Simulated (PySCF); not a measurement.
# Calculated NMR parameters of COC1=C(C)O[Si@H](F)[SiH2]1

* Formula: C4H9FO2Si2
* SMILES: COC1=C(C)O[Si@H](F)[SiH2]1
* InChI: InChI=1S/C4H9FO2Si2/c1-3-4(6-2)8-9(5)7-3/h9H,8H2,1-2H3/t9-/m0/s1
* Point group of the computed structure: C1
* Degrees of unsaturation: 2
* Carbon signals: 4
* Proton signals: 5

Atom-mapped SMILES (the numbers label the heavy atoms): `[CH3:1][O:2][C:3]1=[C:4]([CH3:5])[O:6][Si@H:7]([F:8])[SiH2:9]1` (H(Xn): hydrogen on atom n). Ha(Si9) is cis to F8 on the ring; Hb(Si9) is trans to F8 on the ring.

Theory: GFN2-xTB structure, shieldings: GIAO PBE0/pcSseg-1, in PySCF (equivalent nuclei averaged, one conformer, no solvent model, non-relativistic Hamiltonian).

References, each an isolated molecule treated in the same way: ¹H (σref 31.72) and ¹³C (σref 186.93) and ²⁹Si (σref 349.16) vs TMS; ¹⁹F (σref 170.95) vs CFCl3; H2O for ¹⁷O (σref 336.08).

```tsv
carbon	δC, type	δH (multiplicity)	HMBC from (2–3 bonds)	span of the C tensor (ppm)
C1	62.1, CH3	3.87 (s)	–	89
C3	140.8, C	–	H(Si7), Ha(Si9), Hb(Si9), H(C1), H(C5)	109
C4	160.7, C	–	H(Si7), Ha(Si9), Hb(Si9), H(C5)	176
C5	17.1, CH3	2.02 (s)	–	33
```

Other nuclei:
| atoms | nucleus | environment | δ (ppm) | σ (ppm) |
| --- | --- | --- | --- | --- |
| H(Si7) | ¹H | hydrogen on a silicon bonded to F, O, Si, in a 5-membered ring | 5.45 | 26.26 |
| Ha(Si9) | ¹H | hydrogen on a silicon bonded to C, Si, in a 5-membered ring | 4.70 | 27.01 |
| Hb(Si9) | ¹H | hydrogen on a silicon bonded to C, Si, in a 5-membered ring | 4.17 | 27.55 |
| F8 | ¹⁹F | fluorine bonded to Si | -166.4 | 337.3 |
| Si7 | ²⁹Si | silicon bonded to F, O, Si, H, in a 5-membered ring | 12.2 | 336.9 |
| Si9 | ²⁹Si | silicon bonded to C, Si, 2 H, in a 5-membered ring | -102.8 | 451.9 |
| O6 | ¹⁷O | oxygen bonded to C, Si, in a 5-membered ring | 144.1 | 192.0 |
| O2 | ¹⁷O | ether oxygen | 63.7 | 272.4 |

Carbon types of the structure: 2 × C, 2 × CH3, leaving 3 H on heteroatoms. δC 160.7, 140.8: alkene carbon bearing oxygen; an sp2 carbon further deshielded by the attached heteroatom. δC 62.1: methyl carbon bonded to O; deshielded by the electronegative neighbour. δC 17.1: allylic methyl carbon; saturated and bonded to C and H only. δH 3.87: hydrogen on a methyl carbon bonded to O; its carbon carries O, hence the downfield position. δH 2.02: hydrogen on an allylic methyl carbon; allylic position.

Splittings by ¹⁹F in the carbon and heteronuclear signals aren't shown, as no couplings were computed. Shifts are as computed. Against solution values, carbons near 30 ppm lie about +3 ppm off and those near 130 ppm about +5 ppm. Of 1211 compounds with measured shifts, 218 miss one by over three times the rms of a fit or turn the order of signals round; such compounds aren't used in these exercises. Unscaled 19F shifts against computed CFCl3 carry errors that often reach 10 to 50 ppm. Experimental scales use liquid or dissolved standards, which lie at an offset from isolated H2O (liquid H2O: subtract about 36 ppm). Multiplicities follow the n + 1 count of equivalent neighbours, as no J values were calculated; m marks all less simple cases, F and P coupling included.
